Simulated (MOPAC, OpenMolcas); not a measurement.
## A ladder of methods for AlBH2OF2 (SMILES O[B](F)[AlH][F])

AlBH2OF2 has 7 atoms, charge 0, and is taken as a singlet. SMILES: `O[B](F)[AlH][F]`. The coordinates come from a PBE0-D4/def2-TZVP relaxation. This is one conformer, not always the lowest.

Quantity: the HOMO–LUMO gap, in eV. The values are calculated.

| level | kind | program | value (eV) |
| --- | --- | --- | --- |
| AM1 | semi-empirical | MOPAC | 8.86 |
| HF/6-31G* (spherical functions) | Hartree–Fock | OpenMolcas | 11.77 |
| SVWN5/6-31G* (spherical functions) | LDA | OpenMolcas | 3.61 |
| BLYP/6-31G* (spherical functions) | GGA | OpenMolcas | 3.73 |
| PBE/6-31G* (spherical functions) | GGA | OpenMolcas | 3.72 |
| M06-L/6-31G* (spherical functions) | meta-GGA | OpenMolcas | 4.39 |
| B3LYP/6-31G* (Cartesian functions) | global hybrid | OpenMolcas | 5.41 |
| B2PLYP/6-31G* (spherical functions) | double hybrid | OpenMolcas | 8.07 |

The values span 3.61 to 11.77 eV. Orbital gaps aren't excitation energies, and those of double hybrids come from the SCF part alone; they tend to grow with the share of exact exchange.
